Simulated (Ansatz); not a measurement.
```xyz
10

B     1.021   -0.838    1.318
C     0.136    0.126    0.495
O    -0.132   -0.358   -0.830
C    -0.874    0.361   -1.619
F    -0.977   -0.277   -2.764
Se   -1.663    1.922   -1.336
H     1.290   -0.501    2.431
H     1.421   -1.870    0.877
H    -0.819    0.314    1.006
H     0.597    1.122    0.423
```

Total charge 0; spin multiplicity 1.

Question: List the ωB97M-V/def2-TZVPP orbital energies in eV (Ansatz 0.2.0). (Best estimate.)

Answer: Ansatz gave: Occupied: -12367.61, -1587.92, -1422.68, -1422.65, -1422.60, -679.08, -528.64, -287.16, -283.38, -217.38, -188.70, -160.37, -160.22, -160.04, -60.29, -60.23, -60.10, -59.97, -59.95, -38.67, -34.31, -24.64, -23.40, -20.31, -18.97, -17.84, -17.62, -16.40, -16.09, -14.88, -13.39, -13.09, -12.75, -12.41, -9.51, -8.85. Lowest empty: -0.14, 0.66, 2.03, 2.99, 3.14, 3.53, 3.64, 3.83.
